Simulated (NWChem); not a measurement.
System: SnICl$_{3}$; SMILES [Cl][Sn]([Cl])([Cl])[I]

The following NWChem deck was run.

```
start job
memory heap 200 mb stack 900 mb global 1100 mb
geometry units angstroms noautoz
  Cl     2.078563     0.631954    -1.466941
  Sn     0.000000     0.000000    -0.637572
  Cl    -0.491993    -2.116065    -1.466941
  Cl    -1.586569     1.484111    -1.466941
  I      0.000000     0.000000     2.015073
end
basis spherical
  * library def2-svp
end
ecp
  Sn library def2-ecp
  I library def2-ecp
end
dft
  xc xpbe96 cpbe96
  iterations 150
  mulliken
end
task dft energy
```

NWChem printed, in part:

```
             Northwest Computational Chemistry Package (NWChem) 7.3.0
             --------------------------------------------------------

 C3  symmetry detected

                             Geometry "geometry" -> ""
                             -------------------------

 Output coordinates in angstroms (scale by  1.889725989 to convert to a.u.)

  No.       Tag          Charge          X              Y              Z
 ---- ---------------- ---------- -------------- -------------- --------------
    1 Cl                  17.0000     0.99726182     1.93009252    -1.46763112
    2 Sn                  50.0000    -0.00000000    -0.00000000    -0.63826212
    3 Cl                  17.0000     1.17287825    -1.82870033    -1.46763112
    4 Cl                  17.0000    -2.17014007    -0.10139219    -1.46763112
    5 I                   53.0000     0.00000000     0.00000000     2.01438288

 Effective nuclear repulsion energy (a.u.)    1579.3712472154

      Symmetry information
      --------------------

 Group name             C3
 Group number              5
 Group order               3
 No. of unique centers     3

 Summary of "ao basis" -> "ao basis" (spherical)
 ------------------------------------------------------------------------------
       Tag                 Description            Shells   Functions and Types
 ---------------- ------------------------------  ------  ---------------------
 Cl                         def2-svp                 8       18   4s3p1d
 Sn                         def2-svp                10       26   4s4p2d
 I                          def2-svp                10       26   4s4p2d

      Symmetry analysis of basis
      --------------------------

        a          38
        e+         34
        e-         34

  Rotation of axis

            General Information
            -------------------
          SCF calculation type: DFT
          Wavefunction type:  closed shell.
          No. of atoms     :     5
          No. of electrons :    98
           Alpha electrons :    49
            Beta electrons :    49
          Charge           :     0
          Spin multiplicity:     1
          Use of symmetry is: on ; symmetry adaption is: on
          Maximum number of iterations: 150
          AO basis - number of functions:   106
                     number of shells:    44
          Convergence on energy requested:  1.00D-06
          Convergence on density requested:  1.00D-05
          Convergence on gradient requested:  5.00D-04

              XC Information
              --------------
          PerdewBurkeErnzerhof Exchange Functional  1.000
            Perdew 1991 LDA Correlation Functional  1.000 local
           PerdewBurkeErnz. Correlation Functional  1.000 non-local

             Grid Information
             ----------------
          Grid used for XC integration:  medium
          Radial quadrature: Mura-Knowles
          Angular quadrature: Lebedev.
          Tag              B.-S. Rad. Rad. Pts. Rad. Cut. Ang. Pts.
          ---              ---------- --------- --------- ---------
          Cl                  1.00       88          11.0       590
          Sn                  1.45      123           9.0       590
          I                   1.40      123          10.0       590
          Grid pruning is: on
          Number of quadrature shells:   334
          Spatial weights used:  Erf1

      Superposition of Atomic Density Guess
      -------------------------------------

 Sum of atomic energies:       -1974.19342048

      Non-variational initial energy
      ------------------------------

 Total energy =   -1888.546415
 1-e energy   =   -4099.712500
 2-e energy   =    1559.802670
 HOMO         =      -0.357636
 LUMO         =      -0.081268

      Symmetry analysis of molecular orbitals - initial
      -------------------------------------------------

  Numbering of irreducible representations:

     1 a           2 e+          3 e-

  Orbital symmetries:

     1 a           2 e+          3 e+          4 a           5 e+
     6 e+          7 a           8 e+          9 e+         10 a
    11 e+         12 e+         13 e+         14 e+         15 a
    16 a          17 a          18 a          19 e+         20 e+
    21 a          22 e+         23 e+         24 a          25 e+
    26 e+         27 e+         28 e+         29 e+         30 e+
    31 a          32 e+         33 e+         34 a          35 e+
    36 e+         37 a          38 a          39 e+         40 e+
    41 a          42 e+         43 e+         44 e+         45 e+
    46 a          47 a          48 e+         49 e+         50 a
    51 e+         52 e+         53 a          54 a          55 a
    56 e+         57 e+         58 e+         59 e+

     ---------------------------------------------
      Total Density - Mulliken Population Analysis
     ---------------------------------------------

    Atom       Charge   Shell Charges
 -----------   ------   -------------------------------------------------------
    1 Cl  17    17.47   2.00  1.99  1.23  0.73  5.94  2.15  3.42  0.01
    2 Sn  22    20.27   1.60  0.41  0.80  0.13  3.27  2.73  0.76  0.38  9.76  0.42
    3 Cl  17    17.47   2.00  1.99  1.23  0.73  5.94  2.15  3.42  0.01
    4 Cl  17    17.47   2.00  1.99  1.23  0.73  5.94  2.15  3.42  0.01
    5 I   25    25.32   1.83  0.22  1.23  0.68  2.93  3.13  2.60  2.70  9.82  0.19

[...]
```

Level: PBE/def2-SVP with def2 effective core potentials on Sn, I. Coordinates come from a PBE0/def2-SVP optimisation. def2 effective core potentials on Sn, I; no spin-orbit coupling.
